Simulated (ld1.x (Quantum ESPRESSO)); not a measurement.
# thallium (Tl): one change to a TM potential, before and after

ld1.x (Quantum ESPRESSO) 7.5 input, shortened:

```
&input
   title='Tl', zed=81., rel=2, dft='PBE', iswitch=3,
   config='[Xe] 4f14 5d10 6s1.5 6p1.5', rel_dist='average'
 /
 &inputp
   pseudotype=2, tm=.true., lloc=0,
   nlcc=.false.
 /
2
6P  2  1   1.50   0.00  2.60  2.60  0.0
6S  1  0   1.50   0.00  2.25  2.25  0.0
 &test
   configts(1)='6s1.5 6p1.5'
 /
```

Open shells are filled in proportion to 2j + 1 (rel_dist='average').

Change: local potential the p channel.

Cutoffs: the cutoffs (Ry, on a coarse ladder) from which the occupation-weighted sum of valence levels, in a spherical-Bessel basis at the reference potential, stays within 10 and 1 mRy of its value at 400 Ry; they do not see the model core or the augmentation charge, which bear on the density cutoff. Errors are all-electron minus pseudo energies relative to the spin-unpolarised reference configuration.

Task: What does the change do?

Result: The potential gets neither clearly harder nor softer (18 Ry and 30 Ry → 18 Ry and 30 Ry); the s channel sets the loose cutoff, while the largest relative change is in p, which becomes softer; the miss of the reference levels goes from 0.00 to 0.82 eV; of the 7 tests that both files solve, the error grows in 6 and shrinks in 1 by more than 15 % and 0.3 meV (median size 34.1 → 44.7 meV); neither file shows a bound ghost. In the changed file the local p channel has no projectors, so it cannot carry the spin–orbit splitting, and the file is wrong for that shell.

```tsv
quantity	base	changed
cutoff, loose	18 Ry	18 Ry
cutoff, tight	30 Ry	30 Ry
loose cutoff by channel (10 mRy a level)	p 8 Ry, s 10 Ry	s 10 Ry, p 6 Ry
bound ghosts	none	none
largest miss of a reference level, eV	0.00	0.82
error for 6s2 6p1, meV [ΔE -3.59 eV]	+7.6	+43
error for 6s2 6p0, meV [ΔE 1.68 eV]	+92	+206
error for 6s1 6p0, meV [ΔE 22.47 eV]	+154	+285
error for 6s2 6p0.5, meV [ΔE -1.69 eV]	+34	+106
error for 6s0 6p3, meV [ΔE 11.37 eV]	+116	+9.8
error for 6s1 6p1, meV [ΔE 9.83 eV]	+4.4	+45
error for 6s2 6p1.3, meV [ΔE -4.11 eV]	+1.3	+15
s: phases at 2.86 bohr within 0.05 rad from the reference energy up to (Ry; the scan ends near 5)	2.1	1.6
p1/2: phases at 2.86 bohr within 0.05 rad from the reference energy up to (Ry; the scan ends near 5)	3.0	n/a
p3/2: phases at 2.86 bohr within 0.05 rad from the reference energy up to (Ry; the scan ends near 5)	2.8	n/a
```
